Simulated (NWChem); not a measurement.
ScH2O2F; SMILES [Sc]([OH])([OH])[F]

```xyz
6

Sc     0.0018     0.0045     0.0000
F      1.8269     0.2005     0.0000
O     -0.6701    -1.7376     0.0000
H     -1.4064    -2.3566     0.0000
O     -1.1085     1.4977     0.0000
H     -1.3685     2.4230     0.0000
```
Atoms are numbered in this order, from 1.

STO-3G and 3-21G are far too small for this property and stand as cheap habits. Coordinates come from a B3LYP/6-31G* (spherical d) optimisation.

**Question.** Give the principal values of the shielding tensors (ppm) of Sc1, F2, O3, O5 from Hartree-Fock/STO-3G, GIAO (NWChem), with their diamagnetic and paramagnetic parts as GIAO splits them.

**Answer.** 
```tsv
atom	σ11	σ22	σ33	isotropic	diamagnetic	paramagnetic
Sc1	1211.1	1319.0	1350.6	1293.6	1509.2	-215.6
F2	324.2	427.8	429.7	393.9	451.7	-57.8
O3	340.7	380.8	420.1	380.5	377.1	3.4
O5	353.0	386.5	408.9	382.8	378.1	4.6
```
